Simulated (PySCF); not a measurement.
Structure elucidation problem

An unknown has the formula C$_{5}$H$_{9}$N$_{3}$Si. Its calculated NMR data are:

$^{1}$H NMR (400 MHz, computed): δ 7.73 (s, 1H), 6.32 (m, 1H), 5.58 (m, 1H), 5.42 (m, 1H), 4.81 (d, 2H), 4.39 (s, 3H).

$^{13}$C{$^{1}$H} NMR (computed): δ 145.0 (CH), 139.8 (CH), 135.4 (C), 123.5 (CH2), 59.3 (CH2).

Method: GIAO B97-2/pcSseg-1 shieldings, PBE0-D3(BJ)/def2-SVP geometry, in PySCF 2.14 (fast rotation and ring inversion assumed for equivalent nuclei, non-relativistic, single conformer, no solvent).

References, each an isolated molecule treated in the same way: $^{1}$H, $^{13}$C vs TMS.

What is the structure?

## Answers


1. The formula gives 4 degrees of unsaturation (1 ring in the answer).
2. 5 carbon signals for 5 carbons: no two carbons are equivalent.
3. Carbon types of the structure: 1 × C, 2 × CH, 2 × CH2, leaving 3 H on heteroatoms.
4. δC 145.0: aromatic CH next to a ring nitrogen; the adjacent pyridine-type nitrogen withdraws density from it.
5. δC 139.8: alkene CH; the olefinic region.
6. δC 135.4: substituted aromatic carbon next to a ring nitrogen.
7. δC 123.5: terminal =CH2 carbon; as expected for a trigonal carbon in a double bond.
8. δH 7.73: hydrogen on an aromatic CH next to a ring nitrogen; ring-current deshielding.
9. δH 5.58, 5.42: hydrogen on a terminal =CH2 carbon; attached to an sp2 carbon and in the plane of the double bond.
10. δH 4.81: hydrogen on an allylic sp3 CH2 bonded to N; its carbon carries N, an electronegative neighbour.

The compound is `InChI=1S/C5H9N3Si/c1-2-3-8-6-4-5(9)7-8/h2,4H,1,3H2,9H3`.

The shifts were computed for this structure.

Shifts are as computed. Against solution values, carbons near 30 ppm lie about +1 ppm off and those near 130 ppm about +2 ppm. Of 1313 compounds with measured shifts, 239 miss one by over three times the rms of a fit or turn the order of signals round; such compounds aren't used in these exercises. Multiplicities follow the n + 1 count of equivalent neighbours, as no J values were calculated; m marks all less simple cases, F and P coupling included.
